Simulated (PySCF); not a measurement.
Stepwise substitution at one centre (Ga Br-NH2). All species are isolated molecules in the gas phase. One relaxed conformer stands for each flexible species; it need not be the lowest. Strings in code marks are SMILES.

The S1 excitation (TDA) from two functionals at the same geometries (CAM-B3LYP-D3(BJ)/def2-TZVP), both in PySCF: PBE-D3(BJ)/def2-TZVP and CAM-B3LYP-D3(BJ)/def2-TZVP. Excitations are Tamm–Dancoff values on a coarser integration grid. The basis has no diffuse functions, so Rydberg states are missing or too high.

```json
[
 {"species": "0 of 3 Br replaced by NH2 (`[Br][Ga]([Br])[Br]`)", "PBE-D3(BJ)/def2-TZVP (eV)": "4.49"},
 {"species": "1 of 3 Br replaced by NH2 (`[NH2][Ga]([Br])[Br]`)", "PBE-D3(BJ)/def2-TZVP (eV)": "4.58"},
 {"species": "2 of 3 Br replaced by NH2 (`[Ga]([Br])([NH2])[NH2]`)", "PBE-D3(BJ)/def2-TZVP (eV)": "4.71"},
 {"species": "3 of 3 Br replaced by NH2 (`[NH2][Ga]([NH2])[NH2]`)", "PBE-D3(BJ)/def2-TZVP (eV)": "4.74"}
]
```

Task: What does CAM-B3LYP-D3(BJ)/def2-TZVP give for each?

Result: 
- 0 of 3 Br replaced by NH2 (`[Br][Ga]([Br])[Br]`): 5.43
- 1 of 3 Br replaced by NH2 (`[NH2][Ga]([Br])[Br]`): 5.64
- 2 of 3 Br replaced by NH2 (`[Ga]([Br])([NH2])[NH2]`): 5.70
- 3 of 3 Br replaced by NH2 (`[NH2][Ga]([NH2])[NH2]`): 5.74
Over these rows, drawn at random from the members with no instability flagged (it was tested for open shells, ions and some series alone), PBE minus CAM-B3LYP-D3(BJ): mean -1.00 eV, from -1.06 eV to -0.94 eV.
